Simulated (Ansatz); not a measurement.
# Molecular dynamics of H5O3Si, charge +1

Input:

```yaml
crystal:
  periodic: [false, false, false]
  atoms:
    - { symbol: O, position_ang: [-0.140359, 0.504973, -1.521297] }
    - { symbol: Si, position_ang: [0.133722, 0.620613, 0.123398] }
    - { symbol: O, position_ang: [1.637298, 0.1031, 0.617398] }
    - { symbol: O, position_ang: [-0.889406, -0.877576, 0.593434] }
    - { symbol: H, position_ang: [-0.703413, 1.295113, -1.829161] }
    - { symbol: H, position_ang: [-0.450347, 1.613209, 1.001844] }
    - { symbol: H, position_ang: [2.127126, -0.28922, -0.186627] }
    - { symbol: H, position_ang: [-1.143523, -1.509167, -0.158052] }
    - { symbol: H, position_ang: [-0.571079, -1.461036, 1.359062] }
total_charge: 1
basis:
  gaussian: { orbitals: STO-3G }
hamiltonian:
  xc: b3lyp
  dispersion: d4
md:
  timestep: 0.25
  n_steps: 300
  ensemble: nvt_nose_hoover
  temperature: 300.0
  initial_velocities: maxwell_boltzmann
  seed: 805105
scf:
  lower_state_search: "off"
```

Command:

```bash
$ ansatz run input.yaml --threads 1 --pin off --max-ram 2048MiB --backend cpu --events-out ev --progress --plain --runs-dir out
```

It starts from a relaxed structure.

Output, in part (step lines, the closing report, with atoms numbered from 0):

```
md step     0: t =     0.00 fs  T =   300.0 K  F+E_penalty+E_count = -13918.81482263 eV  E_kin = 0.271446 eV  conserved = -13918.54337663 eV  (12 SCF iters)
md step     1: t =     0.25 fs  T =   296.0 K  F+E_penalty+E_count = -13918.81117336 eV  E_kin = 0.267836 eV  conserved = -13918.54333754 eV  (20 SCF iters)
md step     2: t =     0.50 fs  T =   284.8 K  F+E_penalty+E_count = -13918.80092429 eV  E_kin = 0.257665 eV  conserved = -13918.54325966 eV  (14 SCF iters)
md step     3: t =     0.75 fs  T =   267.6 K  F+E_penalty+E_count = -13918.78525871 eV  E_kin = 0.242105 eV  conserved = -13918.54315448 eV  (14 SCF iters)
md step     4: t =     1.00 fs  T =   246.2 K  F+E_penalty+E_count = -13918.76580277 eV  E_kin = 0.222768 eV  conserved = -13918.54303548 eV  (14 SCF iters)
md step     5: t =     1.25 fs  T =   222.7 K  F+E_penalty+E_count = -13918.74441668 eV  E_kin = 0.201503 eV  conserved = -13918.54291539 eV  (14 SCF iters)
md step     6: t =     1.50 fs  T =   199.1 K  F+E_penalty+E_count = -13918.72299174 eV  E_kin = 0.180190 eV  conserved = -13918.54280538 eV  (14 SCF iters)
md step     7: t =     1.75 fs  T =   177.5 K  F+E_penalty+E_count = -13918.70326985 eV  E_kin = 0.160561 eV  conserved = -13918.54271446 eV  (14 SCF iters)
[... lines left out ...]
md step   297: t =    74.25 fs  T =   127.7 K  F+E_penalty+E_count = -13918.61676199 eV  E_kin = 0.115541 eV  conserved = -13918.54262036 eV  (14 SCF iters)
md step   298: t =    74.50 fs  T =   137.3 K  F+E_penalty+E_count = -13918.62534860 eV  E_kin = 0.124277 eV  conserved = -13918.54270324 eV  (13 SCF iters)
md step   299: t =    74.75 fs  T =   149.7 K  F+E_penalty+E_count = -13918.63633962 eV  E_kin = 0.135419 eV  conserved = -13918.54280386 eV  (13 SCF iters)
md step   300: t =    75.00 fs  T =   162.9 K  F+E_penalty+E_count = -13918.64814585 eV  E_kin = 0.147392 eV  conserved = -13918.54291276 eV  (13 SCF iters)
Total energy: -13918.64833649 eV, -511.5008919675 hartree
Atom 0 at    -0.123586     0.519904    -1.505422 Å, force    -0.029517    -0.196324    -0.739115 eV/Å
Atom 1 at     0.134791     0.647710     0.113946 Å, force     0.282286    -0.746689     0.138125 eV/Å
Atom 2 at     1.617557     0.079853     0.605324 Å, force     0.700694    -0.132218    -0.400547 eV/Å
Atom 3 at    -0.890038    -0.902603     0.606857 Å, force    -0.446821    -1.716022    -1.548174 eV/Å
Atom 4 at    -0.791487     1.179057    -1.897686 Å, force     0.098482     0.035967     0.359580 eV/Å
Atom 5 at    -0.419472     1.650125     0.979015 Å, force    -0.227884     0.137597     0.269689 eV/Å
Atom 6 at     2.201175    -0.266337    -0.179751 Å, force    -0.846172     0.372924     0.537735 eV/Å
Atom 7 at    -1.011940    -1.648511    -0.134998 Å, force     0.177641     1.729429     0.970275 eV/Å
Atom 8 at    -0.692163    -1.491190     1.410443 Å, force     0.291291     0.515334     0.412431 eV/Å
Dipole moment:    -0.453907    -0.386052     0.015792 e Å
```

The steps, from the saved trajectory:

| time (fs) | T (K) | potential energy less start (eV) | conserved less start (meV/atom) |
| --- | --- | --- | --- |
| 0.0 | 300 | 0.000 | 0.00 |
| 2.5 | 137 | 0.148 | 0.09 |
| 5.0 | 172 | 0.116 | 0.02 |
| 7.5 | 137 | 0.148 | 0.06 |
| 10.0 | 134 | 0.151 | 0.06 |
| 12.5 | 131 | 0.154 | 0.04 |
| 15.0 | 99 | 0.184 | 0.08 |
| 17.5 | 214 | 0.080 | 0.01 |
| 20.0 | 115 | 0.171 | 0.07 |
| 22.5 | 137 | 0.151 | 0.03 |
| 25.0 | 140 | 0.149 | 0.06 |
| 27.5 | 177 | 0.116 | 0.05 |
| 30.0 | 139 | 0.152 | 0.05 |
| 32.5 | 132 | 0.159 | 0.06 |
| 35.0 | 198 | 0.100 | 0.03 |
| 37.5 | 154 | 0.143 | 0.06 |
| 40.0 | 149 | 0.148 | 0.04 |
| 42.5 | 127 | 0.170 | 0.07 |
| 45.0 | 192 | 0.112 | 0.03 |
| 47.5 | 109 | 0.189 | 0.07 |
| 50.0 | 138 | 0.164 | 0.05 |
| 52.5 | 174 | 0.133 | 0.05 |
| 55.0 | 188 | 0.123 | 0.06 |
| 57.5 | 181 | 0.132 | 0.04 |
| 60.0 | 113 | 0.196 | 0.08 |
| 62.5 | 227 | 0.095 | 0.02 |
| 65.0 | 119 | 0.195 | 0.09 |
| 67.5 | 183 | 0.139 | 0.03 |
| 70.0 | 172 | 0.152 | 0.07 |
| 72.5 | 191 | 0.139 | 0.06 |
| 75.0 | 163 | 0.167 | 0.05 |

The run went to its last step. The conserved energy stayed within 0.093 meV per atom of its start (net change 0.052 meV per atom), so the integration is sound. The mean temperature of the second half is 47 % below the set value. A run of 0.075 ps of so small a system gives no equilibrium averages. Limits of this set-up: minimal basis, the dipole of an ion depends on the origin.

The same pairs are bonded in the first frame and the last. Pairs count as bonded within 1.25 times the sum of covalent radii (0.12 Å more for H–H).

Last frame:

```xyz
9
Properties=species:S:1:pos:R:3
O -0.124 0.520 -1.505
Si 0.135 0.648 0.114
O 1.618 0.080 0.605
O -0.890 -0.903 0.607
H -0.791 1.179 -1.898
H -0.419 1.650 0.979
H 2.201 -0.266 -0.180
H -1.012 -1.649 -0.135
H -0.692 -1.491 1.410
```

Run time: 4.1 min on 1 thread of Arm Neoverse V2, with other jobs on the host, peak memory 0.077 GiB.
